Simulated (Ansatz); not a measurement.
Cartesian coordinates in Å:
```
Cl 3.2245 -0.0371 -1.3342
Al 1.2635 0.1152 -0.6372
C 0.0182 -0.7376 0.5686
Si -0.9108 0.7809 -0.2056
H 0.0159 -0.8835 1.6478
H -0.3267 -1.6631 0.0849
H -2.2051 0.5368 -0.8993
H -1.0796 1.8884 0.7749
```

The species carries charge 0 and has multiplicity 1.

(1) List the ωB97M-V/def2-TZVPP orbital energies in eV (Ansatz). (An estimate is asked.)

Results:

(1) Ansatz gave: Occupied: -2772.01, -1806.84, -1533.01, -280.85, -262.42, -199.86, -199.79, -199.77, -147.92, -117.56, -102.03, -102.02, -102.01, -77.22, -77.06, -77.03, -25.65, -21.82, -16.93, -14.54, -14.00, -13.10, -12.09, -12.09, -11.79, -9.89, -8.29. Lowest empty: 0.04, 0.32, 1.98, 2.80, 2.94, 3.32, 3.67, 4.29.
